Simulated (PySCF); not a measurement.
C5H4O2.

```xyz
11

C      0.0000     0.0000     2.9031
C      0.0000     0.0000     1.5921
C      0.0000     0.0000     0.2753
O      0.0000     1.1265    -0.5265
C      0.0000     0.6681    -1.8289
C      0.0000    -0.6681    -1.8289
O      0.0000    -1.1265    -0.5265
H      0.9312     0.0000     3.4885
H     -0.9312     0.0000     3.4885
H      0.0000     1.4155    -2.6147
H      0.0000    -1.4155    -2.6147
```
Charge 0, spin multiplicity 1.

Geometry optimised at TPSSh-D3(BJ)/def2-SVP. The structure was generated by enumeration, and PubChem lists no compound with its InChIKey, so it may never have been made.

These are PBE/pcSseg-1 (PySCF) values and carry that method's errors. Non-relativistic, no solvent.

Computed absolute GIAO shielding of each atom: isotropic value and principal components (ppm):
```json
[
 {"atom": "C1", "σ(iso)": "66.3", "σ11": "-18.6", "σ22": "58.3", "σ33": "159.1", "span": "177.7"},
 {"atom": "C2", "σ(iso)": "-36.3", "σ11": "-148.6", "σ22": "-28.4", "σ33": "68.0", "span": "216.6"},
 {"atom": "C3", "σ(iso)": "14.3", "σ11": "-13.2", "σ22": "-4.2", "σ33": "60.2", "span": "73.4"},
 {"atom": "O4", "σ(iso)": "158.3", "σ11": "91.0", "σ22": "181.3", "σ33": "202.5", "span": "111.4"},
 {"atom": "C5", "σ(iso)": "44.9", "σ11": "-36.0", "σ22": "73.6", "σ33": "97.1", "span": "133.2"},
 {"atom": "C6", "σ(iso)": "44.9", "σ11": "-36.0", "σ22": "73.6", "σ33": "97.1", "span": "133.2"},
 {"atom": "O7", "σ(iso)": "158.3", "σ11": "91.0", "σ22": "181.3", "σ33": "202.5", "span": "111.4"},
 {"atom": "H8", "σ(iso)": "24.3", "σ11": "23.1", "σ22": "23.1", "σ33": "26.6", "span": "3.6"},
 {"atom": "H9", "σ(iso)": "24.3", "σ11": "23.1", "σ22": "23.1", "σ33": "26.6", "span": "3.6"},
 {"atom": "H10", "σ(iso)": "24.5", "σ11": "23.6", "σ22": "24.9", "σ33": "25.0", "span": "1.3"},
 {"atom": "H11", "σ(iso)": "24.5", "σ11": "23.6", "σ22": "24.9", "σ33": "25.0", "span": "1.3"}
]
```
